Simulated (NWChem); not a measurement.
Program: NWChem. System: H$_{4}$OSi, charge 0, spin multiplicity 1, at a geometry optimised with PBE0/def2-SVP. The structure started from a generated list of species. Level: TD-PBE/aug-cc-pVDZ.

Job file:

```
start mol
memory heap 200 mb stack 900 mb global 1100 mb
geometry units angstroms nocenter noautoz
  Si     0.527488    -0.089826     0.000000
  O     -1.095949     0.283474     0.000000
  H      0.920325    -0.881936    -1.208873
  H      1.253558     1.208331     0.000000
  H      0.920325    -0.881936     1.208873
  H     -1.711454    -0.454691     0.000000
  symmetry group Cs
end
basis spherical
  * library aug-cc-pvdz
end
dft
  xc xpbe96 cpbe96
  semidirect memsize 60000000 filesize 0
  iterations 100
end
tddft
  rpa
  nroots 8
  notriplet
  thresh 1e-4
end
task tddft energy
```

Output (cleaned and shortened):

```
             Northwest Computational Chemistry Package (NWChem) 7.3.0
             --------------------------------------------------------

                                NWChem Input Module
                                -------------------

 Scaling coordinates for geometry "geometry" by  1.889725989
 (inverse scale =  0.529177249)

 Turning off AUTOSYM since
 SYMMETRY directive was detected!

                             Geometry "geometry" -> ""
                             -------------------------

 Output coordinates in angstroms (scale by  1.889725989 to convert to a.u.)

  No.       Tag          Charge          X              Y              Z
 ---- ---------------- ---------- -------------- -------------- --------------
    1 Si                  14.0000     0.52748800    -0.08982600     0.00000000
    2 O                    8.0000    -1.09594900     0.28347400     0.00000000
    3 H                    1.0000     0.92032500    -0.88193600    -1.20887300
    4 H                    1.0000     1.25355800     1.20833100     0.00000000
    5 H                    1.0000     0.92032500    -0.88193600     1.20887300
    6 H                    1.0000    -1.71145400    -0.45469100     0.00000000

 Effective nuclear repulsion energy (a.u.)      64.1972264186

            Nuclear Dipole moment (a.u.)
            ----------------------------
        X                 Y               Z
 ---------------- ---------------- ----------------
    -0.0000113384    -0.0000075589     0.0000000000

      Symmetry information
      --------------------

 Group name             Cs
 Group number              2
 Group order               2
 No. of unique centers     5

      Symmetry unique atoms

     1    2    3    4    6


 Summary of "ao basis" -> "" (spherical)
 ------------------------------------------------------------------------------
       Tag                 Description            Shells   Functions and Types
 ---------------- ------------------------------  ------  ---------------------
 *                        aug-cc-pvdz                 on all atoms

  pbe96 is a nonlocal functional; adding pw91lda local functional.

                                 NWChem DFT Module
                                 -----------------

 Summary of "ao basis" -> "ao basis" (spherical)
 ------------------------------------------------------------------------------
       Tag                 Description            Shells   Functions and Types
 ---------------- ------------------------------  ------  ---------------------
 Si                       aug-cc-pvdz               11       27   5s4p2d
 O                        aug-cc-pvdz                9       23   4s3p2d
 H                        aug-cc-pvdz                5        9   3s2p

 Summary of "ao basis" -> "ao basis" (spherical)
 ------------------------------------------------------------------------------
       Tag                 Description            Shells   Functions and Types
 ---------------- ------------------------------  ------  ---------------------
 Si                       aug-cc-pvdz               11       27   5s4p2d
 O                        aug-cc-pvdz                9       23   4s3p2d
 H                        aug-cc-pvdz                5        9   3s2p

      Symmetry analysis of basis
      --------------------------

        a'         58
        a"         28

            General Information
            -------------------
          SCF calculation type: DFT
          Wavefunction type:  closed shell.
          No. of atoms     :     6
          No. of electrons :    26
           Alpha electrons :    13
            Beta electrons :    13
          Charge           :     0
          Spin multiplicity:     1
          Use of symmetry is: off; symmetry adaption is: on
          Maximum number of iterations: 100
          AO basis - number of functions:    86
                     number of shells:    40
          Convergence on energy requested:  1.00D-06
          Convergence on density requested:  1.00D-05
          Convergence on gradient requested:  5.00D-04

              XC Information
              --------------
          PerdewBurkeErnzerhof Exchange Functional  1.000
            Perdew 1991 LDA Correlation Functional  1.000 local
           PerdewBurkeErnz. Correlation Functional  1.000 non-local

             Grid Information
             ----------------
          Grid used for XC integration:  medium
          Radial quadrature: Mura-Knowles
          Angular quadrature: Lebedev.
          Tag              B.-S. Rad. Rad. Pts. Rad. Cut. Ang. Pts.
          ---              ---------- --------- --------- ---------
          Si                  1.10       88          13.0       590
          O                   0.60       49          12.0       434
          H                   0.35       45          14.0       434
          Grid pruning is: on
          Number of quadrature shells:   317
          Spatial weights used:  Erf1

          Convergence Information
          -----------------------
          Convergence aids based upon iterative change in
          total energy or number of iterations.
          Levelshifting, if invoked, occurs when the
          HOMO/LUMO gap drops below (HL_TOL):  1.00D-02
          DIIS, if invoked, will attempt to extrapolate
          using up to (NFOCK): 10 stored Fock matrices.

                    Damping( 0%)  Levelshifting(0.5)       DIIS
                  --------------- ------------------- ---------------
          dE  on:    start            ASAP                start
          dE off:    2 iters        100 iters           100 iters
[...]
    4    1   13   16 a"       -0.265     0.011     7.503
    5    1   13   17 a"       -0.265     0.018     7.694
    6    1   12   15 a'       -0.292    -0.009     7.700
    7    1   13   18 a'       -0.265     0.020     7.749
    8    1   11   14 a"       -0.335    -0.044     7.920
--------------------------------------------------------

  Entering Davidson iterations
  Restricted singlet excited states

  Iter   NTrls   NConv    DeltaV     DeltaE      Time
  ----  ------  ------  ---------  ---------  ---------
    1      8       0     0.20E+00   0.10+100        4.1
    2     16       0     0.11E+00   0.64E-02        4.0
    3     32       0     0.34E-01   0.82E-02        5.8
    4     48       0     0.10E-01   0.63E-03        5.8
    5     64       0     0.49E-02   0.52E-04        5.8
    6     80       0     0.22E-02   0.12E-04        6.0
    7     96       2     0.99E-03   0.22E-05        5.8
    8    108       5     0.48E-03   0.45E-06        5.0
    9    114       6     0.20E-03   0.99E-07        3.8
   10    118       8     0.97E-04   0.14E-07        3.4
  ----  ------  ------  ---------  ---------  ---------
  Convergence criterion met

  Ground state a'       -366.911210270655 a.u.

  ----------------------------------------------------------------------------
  Root   1 singlet a"             0.223500517 a.u.                6.0818 eV
  ----------------------------------------------------------------------------
     Transition Moments    X -0.00000   Y  0.00000   Z  0.15146
     Transition Moments   XX  0.00000  XY  0.00000  XZ -0.31862
     Transition Moments   YY -0.00000  YZ  0.39202  ZZ -0.00000
     Dipole Oscillator Strength                    0.0034181719
     Electric Quadrupole                           0.0000000152
     Magnetic Dipole                               0.0000018804
     Total Oscillator Strength                     0.0034200674

          sigma_e =   2.7198 Angstrom
          sigma_h =   1.6167 Angstrom
         |d_h->e| =   0.6364 Angstrom
            d_exc =   3.2326 Angstrom
            d_CD1 =   1.7394 Angstrom
            d_CD2 =  -1.5319 Angstrom
            d_CD3 =   3.8690 Angstrom
     Pearson C.C. =  -0.0039

     Occ.   13  a"  ---  Virt.   14  a'   0.99835 X
  ----------------------------------------------------------------------------
  Root   2 singlet a'             0.251284631 a.u.                6.8378 eV
  ----------------------------------------------------------------------------
     Transition Moments    X -0.18855   Y -0.01730   Z  0.00000
     Transition Moments   XX -0.10340  XY -0.34815  XZ  0.00000
     Transition Moments   YY -0.06021  YZ -0.00000  ZZ  0.43524
     Dipole Oscillator Strength                    0.0060059251
     Electric Quadrupole                           0.0000000178
     Magnetic Dipole                               0.0000032057
     Total Oscillator Strength                     0.0060091486

          sigma_e =   2.7140 Angstrom
          sigma_h =   1.6796 Angstrom
         |d_h->e| =   1.3983 Angstrom
            d_exc =   3.4919 Angstrom
            d_CD1 =   2.4327 Angstrom
            d_CD2 =  -0.7985 Angstrom
            d_CD3 =   4.8903 Angstrom
     Pearson C.C. =  -0.0056

     Occ.   12  a'  ---  Virt.   14  a'  -0.99574 X
  ----------------------------------------------------------------------------
  Root   3 singlet a"             0.257013259 a.u.                6.9937 eV
  ----------------------------------------------------------------------------
     Transition Moments    X  0.00000   Y -0.00000   Z  0.46431
     Transition Moments   XX -0.00000  XY -0.00000  XZ  1.64755
     Transition Moments   YY  0.00000  YZ -1.05837  ZZ  0.00000
     Dipole Oscillator Strength                    0.0369387662
     Electric Quadrupole                           0.0000003467
     Magnetic Dipole                               0.0000000043
     Total Oscillator Strength                     0.0369391171

          sigma_e =   3.3832 Angstrom
          sigma_h =   1.6002 Angstrom
         |d_h->e| =   2.1662 Angstrom
            d_exc =   4.3149 Angstrom
            d_CD1 =   3.9492 Angstrom
            d_CD2 =  -0.3255 Angstrom
            d_CD3 =   6.4811 Angstrom
     Pearson C.C. =   0.0074

     Occ.   13  a"  ---  Virt.   15  a'  -0.99670 X
  ----------------------------------------------------------------------------
  Root   4 singlet a"             0.277678542 a.u.                7.5560 eV
  ----------------------------------------------------------------------------
     Transition Moments    X -0.00000   Y  0.00000   Z  0.22086
     Transition Moments   XX  0.00000  XY  0.00000  XZ  0.78722
     Transition Moments   YY -0.00000  YZ -0.26302  ZZ -0.00000
     Dipole Oscillator Strength                    0.0090303076
     Electric Quadrupole                           0.0000000785
     Magnetic Dipole                               0.0000018094
     Total Oscillator Strength                     0.0090321955

          sigma_e =   3.6452 Angstrom
          sigma_h =   1.5852 Angstrom
         |d_h->e| =   0.1843 Angstrom
            d_exc =   3.9841 Angstrom
            d_CD1 =   2.2444 Angstrom
            d_CD2 =  -2.4309 Angstrom
            d_CD3 =   4.1684 Angstrom
     Pearson C.C. =  -0.0034

     Occ.   11  a"  ---  Virt.   14  a'  -0.05930 X
     Occ.   12  a'  ---  Virt.   18  a"   0.06583 X
     Occ.   13  a"  ---  Virt.   16  a'   0.98592 X
     Occ.   13  a"  ---  Virt.   20  a'   0.09190 X
  ----------------------------------------------------------------------------
  Root   5 singlet a"             0.283629979 a.u.                7.7180 eV
  ----------------------------------------------------------------------------
     Transition Moments    X -0.00000   Y  0.00000   Z  0.03815
     Transition Moments   XX  0.00000  XY  0.00000  XZ -0.97487
     Transition Moments   YY -0.00000  YZ -0.36441  ZZ -0.00000
     Dipole Oscillator Strength                    0.0002751615
     Electric Quadrupole                           0.0000001316
     Magnetic Dipole                               0.0000005713
     Total Oscillator Strength                     0.0002758645

          sigma_e =   3.3936 Angstrom
          sigma_h =   1.5971 Angstrom
         |d_h->e| =   0.4717 Angstrom
            d_exc =   3.8605 Angstrom
            d_CD1 =   2.2681 Angstrom
            d_CD2 =  -2.0236 Angstrom
            d_CD3 =   4.3322 Angstrom
     Pearson C.C. =  -0.0566

     Occ.   11  a"  ---  Virt.   14  a'  -0.11724 X
     Occ.   13  a"  ---  Virt.   17  a'   0.98982 X
  ----------------------------------------------------------------------------
  Root   6 singlet a'             0.284889229 a.u.                7.7522 eV
  ----------------------------------------------------------------------------
     Transition Moments    X  0.09862   Y -0.47939   Z -0.00000
     Transition Moments   XX -0.21168  XY -1.60393  XZ -0.00000
     Transition Moments   YY  0.12575  YZ -0.00000  ZZ  1.02521
     Dipole Oscillator Strength                    0.0454953172
     Electric Quadrupole                           0.0000003671
     Magnetic Dipole                               0.0000000425
     Total Oscillator Strength                     0.0454957268

          sigma_e =   3.4465 Angstrom
          sigma_h =   1.6886 Angstrom
         |d_h->e| =   1.6475 Angstrom
            d_exc =   4.1434 Angstrom
            d_CD1 =   3.4055 Angstrom
            d_CD2 =  -0.9200 Angstrom
            d_CD3 =   5.7909 Angstrom
     Pearson C.C. =   0.0237

     Occ.   12  a'  ---  Virt.   15  a'  -0.95730 X
     Occ.   13  a"  ---  Virt.   18  a"   0.27563 X
     Occ.   13  a"  ---  Virt.   19  a"   0.05625 X
  ----------------------------------------------------------------------------
  Root   7 singlet a'             0.288157292 a.u.                7.8412 eV
  ----------------------------------------------------------------------------
     Transition Moments    X -0.18107   Y -0.06405   Z -0.00000
     Transition Moments   XX -0.35860  XY -0.79700  XZ -0.00000
     Transition Moments   YY  0.30361  YZ -0.00000  ZZ -0.90423
     Dipole Oscillator Strength                    0.0070866555
     Electric Quadrupole                           0.0000001275
     Magnetic Dipole                               0.0000000199
     Total Oscillator Strength                     0.0070868029

          sigma_e =   3.9457 Angstrom
          sigma_h =   1.6137 Angstrom
         |d_h->e| =   0.9556 Angstrom
            d_exc =   4.4053 Angstrom
            d_CD1 =   3.2875 Angstrom
            d_CD2 =  -1.8241 Angstrom
            d_CD3 =   5.3608 Angstrom
     Pearson C.C. =  -0.0252

     Occ.   10  a'  ---  Virt.   14  a'   0.15939 X
     Occ.   12  a'  ---  Virt.   15  a'  -0.22027 X
     Occ.   13  a"  ---  Virt.   18  a"  -0.86552 X
     Occ.   13  a"  ---  Virt.   19  a"   0.40718 X
     Occ.   13  a"  ---  Virt.   27  a"  -0.05012 X
  ----------------------------------------------------------------------------
  Root   8 singlet a"             0.295717260 a.u.                8.0469 eV
  ----------------------------------------------------------------------------
     Transition Moments    X  0.00000   Y  0.00000   Z -0.23991
     Transition Moments   XX  0.00000  XY -0.00000  XZ  1.48114
     Transition Moments   YY -0.00000  YZ -0.06494  ZZ  0.00000
     Dipole Oscillator Strength                    0.0113470110
     Electric Quadrupole                           0.0000003027
     Magnetic Dipole                               0.0000003295
     Total Oscillator Strength                     0.0113476432

          sigma_e =   2.9909 Angstrom
          sigma_h =   1.5688 Angstrom
         |d_h->e| =   0.4503 Angstrom
            d_exc =   3.4865 Angstrom
            d_CD1 =   1.8724 Angstrom
            d_CD2 =  -1.8295 Angstrom
            d_CD3 =   3.9368 Angstrom
     Pearson C.C. =  -0.0582

     Occ.   11  a"  ---  Virt.   14  a'  -0.91070 X
     Occ.   13  a"  ---  Virt.   17  a'  -0.12662 X
     Occ.   13  a"  ---  Virt.   20  a'  -0.38476 X

              Target root =      1
          Target symmetry = none
      Ground state energy =   -366.911210270655
        Excitation energy =      0.223500516741
     Excited state energy =   -366.687709753915

  stored tddft:energy   -366.68770975391470

 Task  times  cpu:       54.2s     wall:       54.2s

 Total times  cpu:       54.2s     wall:       54.2s
```
